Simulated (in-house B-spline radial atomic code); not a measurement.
Inner levels of platinum as electrons are removed. A shift is the extra binding of the orbital against the neutral atom ([Xe] 4f14 5d3/2(4) 5d5/2(5) 6s1). The density at the nucleus is averaged over the nuclear charge. Computed with an all-electron radial atomic-structure program (B-spline basis): Dirac-Hartree-Fock, jj configuration that fills j = l - 1/2 first, finite nuclei.

A number in brackets counts the electrons of a j subshell.

```json
{"ion": "Pt53+", "configuration": "[Ar] 3d3/2(4) 3d5/2(3)", "shift of 2p1/2 (eV)": "3211.84", "shift of 3s1/2 (eV)": "2913.94", "shift of 1s1/2 (eV)": "3268.98", "radius of 2p1/2 (bohr)": "0.058895", "radius of 3s1/2 (bohr)": "0.18017", "radius of 1s1/2 (bohr)": "0.017147", "Σ<r²> (bohr²)": "0.55093", "change of density at nucleus (bohr⁻³)": "-9754.33"}
{"ion": "Pt54+", "configuration": "[Ar] 3d3/2(4) 3d5/2(2)", "shift of 2p1/2 (eV)": "3389.4", "shift of 3s1/2 (eV)": "3044.7", "shift of 1s1/2 (eV)": "3448.34", "radius of 2p1/2 (bohr)": "0.058864", "radius of 3s1/2 (bohr)": "0.17938", "radius of 1s1/2 (bohr)": "0.017148", "Σ<r²> (bohr²)": "0.51442", "change of density at nucleus (bohr⁻³)": "-8895.61"}
{"ion": "Pt55+", "configuration": "[Ar] 3d3/2(4) 3d5/2(1)", "shift of 2p1/2 (eV)": "3569.15", "shift of 3s1/2 (eV)": "3176.64", "shift of 1s1/2 (eV)": "3630.05", "radius of 2p1/2 (bohr)": "0.058831", "radius of 3s1/2 (bohr)": "0.1786", "radius of 1s1/2 (bohr)": "0.017148", "Σ<r²> (bohr²)": "0.47892", "change of density at nucleus (bohr⁻³)": "-8020.62"}
{"ion": "Pt56+", "configuration": "[Ar] 3d3/2(4)", "shift of 2p1/2 (eV)": "3751.1", "shift of 3s1/2 (eV)": "3309.76", "shift of 1s1/2 (eV)": "3814.13", "radius of 2p1/2 (bohr)": "0.058797", "radius of 3s1/2 (bohr)": "0.17782", "radius of 1s1/2 (bohr)": "0.017148", "Σ<r²> (bohr²)": "0.44439", "change of density at nucleus (bohr⁻³)": "-7129.42"}
{"ion": "Pt57+", "configuration": "[Ar] 3d3/2(3)", "shift of 2p1/2 (eV)": "3933.84", "shift of 3s1/2 (eV)": "3445.52", "shift of 1s1/2 (eV)": "4006.63", "radius of 2p1/2 (bohr)": "0.058729", "radius of 3s1/2 (bohr)": "0.17702", "radius of 1s1/2 (bohr)": "0.017148", "Σ<r²> (bohr²)": "0.41199", "change of density at nucleus (bohr⁻³)": "-6157.9"}
{"ion": "Pt58+", "configuration": "[Ar] 3d3/2(2)", "shift of 2p1/2 (eV)": "4118.68", "shift of 3s1/2 (eV)": "3582.48", "shift of 1s1/2 (eV)": "4201.65", "radius of 2p1/2 (bohr)": "0.058659", "radius of 3s1/2 (bohr)": "0.17622", "radius of 1s1/2 (bohr)": "0.017148", "Σ<r²> (bohr²)": "0.38048", "change of density at nucleus (bohr⁻³)": "-5168.48"}
{"ion": "Pt59+", "configuration": "[Ar] 3d3/2(1)", "shift of 2p1/2 (eV)": "4305.62", "shift of 3s1/2 (eV)": "3720.63", "shift of 1s1/2 (eV)": "4399.17", "radius of 2p1/2 (bohr)": "0.058588", "radius of 3s1/2 (bohr)": "0.17543", "radius of 1s1/2 (bohr)": "0.017148", "Σ<r²> (bohr²)": "0.34982", "change of density at nucleus (bohr⁻³)": "-4161.09"}
{"ion": "Pt60+", "configuration": "[Ne] 3s2 3p6", "shift of 2p1/2 (eV)": "4494.65", "shift of 3s1/2 (eV)": "3859.99", "shift of 1s1/2 (eV)": "4599.21", "radius of 2p1/2 (bohr)": "0.058515", "radius of 3s1/2 (bohr)": "0.17463", "radius of 1s1/2 (bohr)": "0.017148", "Σ<r²> (bohr²)": "0.31999", "change of density at nucleus (bohr⁻³)": "-3135.64"}
{"ion": "Pt61+", "configuration": "[Ne] 3s2 3p1/2(2) 3p3/2(3)", "shift of 2p1/2 (eV)": "4674.4", "shift of 3s1/2 (eV)": "3982.27", "shift of 1s1/2 (eV)": "4799.22", "radius of 2p1/2 (bohr)": "0.058454", "radius of 3s1/2 (bohr)": "0.17403", "radius of 1s1/2 (bohr)": "0.017146", "Σ<r²> (bohr²)": "0.28176", "change of density at nucleus (bohr⁻³)": "-2013.02"}
{"ion": "Pt62+", "configuration": "[Ne] 3s2 3p1/2(2) 3p3/2(2)", "shift of 2p1/2 (eV)": "4855.69", "shift of 3s1/2 (eV)": "4105.35", "shift of 1s1/2 (eV)": "5001.17", "radius of 2p1/2 (bohr)": "0.058393", "radius of 3s1/2 (bohr)": "0.17342", "radius of 1s1/2 (bohr)": "0.017145", "Σ<r²> (bohr²)": "0.24421", "change of density at nucleus (bohr⁻³)": "-875.32"}
```
